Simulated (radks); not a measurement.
Fe II, 25 electrons, occupied as [Ar] 3d6 4s1. Calculated with a radial shooting solver on a logarithmic mesh with Libxc functionals: Dirac Kohn-Sham, LDA (Slater exchange, Perdew-Wang correlation), spin-unpolarised, spherical densities, point nucleus; open shells are shared between the two j in proportion to 2j + 1.

Spin-orbit splittings of the eigenvalues, e(l+1/2) - e(l-1/2), with zeta = 2 splitting/(2l+1) and mean radii in bohr:

| shell | occ. | splitting (eV) | zeta (eV) | <r> j=l-1/2 | <r> j=l+1/2 |
|---|---|---|---|---|---|
| 2p | 6 | 12.45 | 8.301 | 0.2337 | 0.2368 |
| 3p | 6 | 1.551 | 1.034 | 0.8526 | 0.8622 |
| 3d | 6 | 0.1554 | 0.06216 | 1.109 | 1.115 |
